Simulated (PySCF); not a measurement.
SMILES FC(C(F)(F)F)C(F)(F)F (C₃HF₇), PBE0/def2-SVP optimised geometry.

```
11

F      0.61     0.94    -1.11
C      0.13     0.33     0.00
C     -1.39     0.49     0.02
F     -1.69     1.78    -0.03
F     -1.89    -0.02     1.14
F     -1.96    -0.12    -1.01
C      0.63    -1.11     0.00
F      0.22    -1.78    -1.07
F      1.96    -1.11     0.00
F      0.21    -1.75     1.09
H      0.53     0.82     0.90
```

Density from PySCF 2.14.0 with PBE0/def2-TZVP at that geometry.

Minimum of the electron density along straight lines between bonded atoms, close to the bond critical point (lines longer than 1.1 times the sum of covalent radii, or with two minima, are not listed):

| bond | length / Å | ρ at the minimum / e bohr⁻³ | ∇²ρ there / e bohr⁻⁵ | position (fraction from the first atom) |
|---|---|---|---|---|
| F1–C2 | 1.355 | 0.263 | -0.16 | 0.67 |
| C2–C3 | 1.529 | 0.269 | -0.75 | 0.48 |
| C3–F4 | 1.328 | 0.294 | -0.43 | 0.34 |
| C3–F5 | 1.330 | 0.292 | -0.43 | 0.34 |
| C3–F6 | 1.325 | 0.296 | -0.41 | 0.34 |
| C2–C7 | 1.529 | 0.269 | -0.75 | 0.48 |
| C7–F8 | 1.325 | 0.296 | -0.41 | 0.34 |
| C7–F9 | 1.329 | 0.293 | -0.43 | 0.34 |
| C7–F10 | 1.330 | 0.292 | -0.43 | 0.34 |
| C2–H11 | 1.103 | 0.285 | -1.02 | 0.66 |
